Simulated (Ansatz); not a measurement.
Ideal-gas functions of `FC1BO1` at 298.15 K and 1 bar, from an Ansatz frequency run at PBE0-D4/def2-TZVP.

Molar mass 59.84 g/mol, point group C1 (symmetry number 1), electronic degeneracy 1, moments of inertia 20.865, 69.836, 77.005 u Å². Harmonic wavenumbers (cm⁻¹, unscaled): 400, 489, 760, 796, 892, 989, 1105, 1269, 1343, 1457, 2769, 3175.

Use S(trans) = R[1.5 ln M + 2.5 ln T − 1.1517]; rotational temperatures θ = 24.2544 K / I; S(rot) = R[ln(√π/σ · √(T³/θAθBθC)) + 1.5]; for each mode x = 1.438777 ν̃/T, S = R[x/(eˣ − 1) − ln(1 − e⁻ˣ)] and H = RT x/(eˣ − 1); 1 cm⁻¹ = 0.0119627 kJ/mol; R = 8.31446 J/(mol·K).

**Question.** By hand: the entropy, in J/(mol·K).

**Answer.** Translation 159.9. Rotation: θ = 1.1624, 0.3473, 0.315 K, giving 96.9. Vibration, mode by mode: 4.03, 2.87, 1.01, 0.88, 0.60, 0.41, 0.26, 0.13, 0.10, 0.06, 0.00, 0.00, in all 10.3. Electronic 0.0. Sum 267.1 J/(mol·K).

**Question.** By hand: H − E and G − E in kJ/mol, counted from the electronic energy.

**Answer.** Zero-point energy ½ × 15444 × 0.0119627 = 92.4; thermal vibration 2.3; translation, rotation and pV give 4 RT = 9.9. H − E = 104.6 kJ/mol, and G − E = 104.6 − 298.15 × 267.1/1000 = 25.0 kJ/mol.

Vibration gives 4 % of the entropy. The sum counts one conformer and one mirror image; others add a mixing term.
